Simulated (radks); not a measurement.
Valence configurations of the nickel ion Ni3+ (all share [Ar]). Calculated with a radial shooting solver on a logarithmic mesh with Libxc functionals: non-relativistic Kohn-Sham, PBE, spin-polarised, spherical densities, point nucleus; open shells are filled with parallel spins first. Energies are relative to 3d7; eigenvalues in eV for spin up.

| valence | E (eV) | moment (Bohr magnetons) | e(3d) | e(4p) | e(4s) |
|---|---|---|---|---|---|
| 3d7 | 0.000 | 3 | -48.818 | - | - |
| 3d6.5 4p0.5 | 10.346 | 4 | -53.670 | -27.495 | - |
| 3d6 4s1 | 13.552 | 5 | -57.518 | - | -36.852 |
| 3d6 4p1 | 21.873 | 5 | -58.667 | -29.155 | - |
| 3d5 4s2 | 33.717 | 5 | -66.854 | - | -39.137 |
| 3d5 4p2 | 48.711 | 7 | -69.044 | -32.267 | - |
| 3d4.5 4s2 4p0.5 | 52.855 | 5 | -72.000 | -31.938 | -40.993 |
| 3d4.5 4s1 4p1.5 | 58.824 | 7 | -73.024 | -33.189 | -42.343 |
| 3d4 4s2 4p1 | 73.804 | 5 | -77.223 | -33.463 | -42.776 |
| 3d4 4s1 4p2 | 79.669 | 7 | -78.171 | -34.604 | -44.022 |

NIST lists [Ar] 3d7 as the ground configuration; this level of theory agrees among the configurations tried. The energies are those of spherical high-spin densities, not of single terms.
